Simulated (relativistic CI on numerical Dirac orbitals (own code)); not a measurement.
## d7 in a ligand field

Computed with a parametric ligand-field model of a d^n configuration (Racah B and C, spin-orbit zeta, crystal field), exact diagonalisation.

Field parameters in Wybourne normalisation: Oh B⁴₀ = 21Dq, B⁴₄ = √(5/14) B⁴₀. The field is a parameter set, without covalency.

Task: Ground term and bands for B = 850, C = 3140, ζ = 0 cm⁻¹, Oh, 10Dq = 38250 cm⁻¹?

Result: Ground term 2E with 1.02 electrons in the two orbitals of the cubic e set. Spin-allowed: 2T1 35813 cm⁻¹ (279 nm), 2T2 36538 cm⁻¹ (274 nm), 2T1 41830 cm⁻¹ (239 nm), 2T2 55554 cm⁻¹ (180 nm). Lowest spin-forbidden: 4T1 22519 cm⁻¹ (444 nm), 4T2 58779 cm⁻¹ (170 nm), 4T1 69539 cm⁻¹ (144 nm).

Task: Ground term and bands for B = 850, C = 3140, ζ = 0 cm⁻¹, Oh, 10Dq = 34850 cm⁻¹?

Result: Ground term 2E with 1.02 electrons in the two orbitals of the cubic e set. Spin-allowed: 2T1 32462 cm⁻¹ (308 nm), 2T2 33170 cm⁻¹ (301 nm), 2T1 38412 cm⁻¹ (260 nm), 2T2 51850 cm⁻¹ (193 nm). Lowest spin-forbidden: 4T1 19133 cm⁻¹ (523 nm), 4T2 52037 cm⁻¹ (192 nm), 4T1 62840 cm⁻¹ (159 nm).

Task: Ground term and bands for B = 850, C = 3140, ζ = 0 cm⁻¹, Oh, 10Dq = 4250 cm⁻¹?

Result: Ground term 4T1 with 2.12 electrons in the two orbitals of the cubic e set. Spin-allowed: 4T2 3587 cm⁻¹ (2788 nm), 4A2 7837 cm⁻¹ (1276 nm), 4T1 15673 cm⁻¹ (638 nm). Lowest spin-forbidden: 2E 10950 cm⁻¹ (913 nm), 2T2 13919 cm⁻¹ (718 nm), 2T1 13959 cm⁻¹ (716 nm).

Task: Ground term and bands for B = 850, C = 3140, ζ = 0 cm⁻¹, Oh, 10Dq = 33150 cm⁻¹?

Result: Ground term 2E with 1.02 electrons in the two orbitals of the cubic e set. Spin-allowed: 2T1 30790 cm⁻¹ (325 nm), 2T2 31488 cm⁻¹ (318 nm), 2T1 36700 cm⁻¹ (272 nm), 2T2 49963 cm⁻¹ (200 nm). Lowest spin-forbidden: 4T1 17441 cm⁻¹ (573 nm), 4T2 48669 cm⁻¹ (205 nm), 4T1 59497 cm⁻¹ (168 nm).

Task: Ground term and bands for B = 850, C = 3140, ζ = 0 cm⁻¹, Oh, 10Dq = 17850 cm⁻¹?

Result: Ground term 2E with 1.05 electrons in the two orbitals of the cubic e set. Spin-allowed: 2T1 15860 cm⁻¹ (631 nm), 2T2 16410 cm⁻¹ (609 nm), 2T1 21183 cm⁻¹ (472 nm), 2T2 30492 cm⁻¹ (328 nm). Lowest spin-forbidden: 4T1 2243 cm⁻¹, 4T2 18525 cm⁻¹ (540 nm), 4T1 29707 cm⁻¹ (337 nm).
